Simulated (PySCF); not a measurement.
A side-by-side comparison of computed properties.

First species: fluorene, C₁₃H₁₀.
SMILES: `C1=CC=C2C(=C1)CC1=CC=CC=C12`

Second species: C3H4F6Ge.
SMILES: `FC(F)(F)[CH2][GeH2][C](F)(F)F`

Levels: CAM-B3LYP/def2-SVPD for dipole moment, HOMO energy, LUMO energy, HOMO–LUMO gap, static isotropic polarisability and electronic spatial extent ⟨r²⟩ about the centre of nuclear charge; TDDFT CAM-B3LYP/def2-SVPD for lowest singlet excitation; TDA CAM-B3LYP/def2-SVPD for lowest triplet excitation (Tamm–Dancoff); PBE0-D3(BJ)/def2-SVP for rotational constant A and rotational constant C. Geometries: PBE0-D3(BJ)/def2-SVP. Each structure is a single optimised conformer of the isolated species, non-relativistic unless stated; the electronic structure was computed with PySCF and density fitting.

Dipoles, sizes and rotational constants follow the conformer. The torsions of the flexible species, by atom-mapped SMILES:
- `[F:1][C:2]([F:3])([F:4])[CH2:5][GeH2:6][C:7]([F:8])([F:9])[F:10]`: F1–C2–C5–Ge6 56°, C2–C5–Ge6–C7 172°, C5–Ge6–C7–F8 -63°

Values for the first species:

| Quantity | Value |
| --- | --- |
| Dipole moment | 0.55 D |
| HOMO energy | -7.41 eV |
| LUMO energy | 0.00 eV |
| HOMO–LUMO gap | 7.41 eV |
| Lowest singlet excitation | 4.78 eV |
| Lowest triplet excitation (Tamm–Dancoff) | 3.41 eV |
| Static isotropic polarisability | 149.6 au |
| Electronic spatial extent ⟨r²⟩ about the centre of nuclear charge | 2349 bohr² |
| Rotational constant A | 2.183 GHz |
| Rotational constant C | 0.464 GHz |

Question: Estimate the same properties for the second species, and the change in each.

Answer: 
| property | first | second | second less first |
| --- | --- | --- | --- |
| dipole moment | 0.55 D | 0.39 D | -0.16 D |
| HOMO energy | -7.41 eV | -11.08 eV | -3.67 eV |
| LUMO energy | 0.00 eV | 0.76 eV | +0.76 eV |
| HOMO–LUMO gap | 7.41 eV | 11.84 eV | +4.43 eV |
| lowest singlet excitation | 4.78 eV | 8.88 eV | +4.10 eV |
| lowest triplet excitation (Tamm–Dancoff) | 3.41 eV | 8.07 eV | +4.66 eV |
| static isotropic polarisability | 149.6 au | 70.9 au | -78.7 au |
| electronic spatial extent ⟨r²⟩ about the centre of nuclear charge | 2349 bohr² | 2261 bohr² | -88 bohr² |
| rotational constant A | 2.183 GHz | 2.148 GHz | -0.035 GHz |
| rotational constant C | 0.464 GHz | 0.448 GHz | -0.016 GHz |

On the first: A dipole of 0.55 D is allowed in C2v, and pure rotational transitions are dipole-allowed. In wavenumbers S1 is 38600 cm⁻¹ (1 eV = 8065.54 cm⁻¹).

On the second: The vertical singlet–triplet gap S1 − T1 is 0.81 eV (TDDFT singlet less Tamm–Dancoff triplet; S1: HOMO→LUMO, weight 0.61; T1: HOMO→LUMO+1, weight 0.55). The principal polarisabilities are 64.7, 68.1 and 79.8 au; their mean is the isotropic value. The calculation is non-relativistic and has no spin–orbit coupling, an omission that weighs most on germanium.
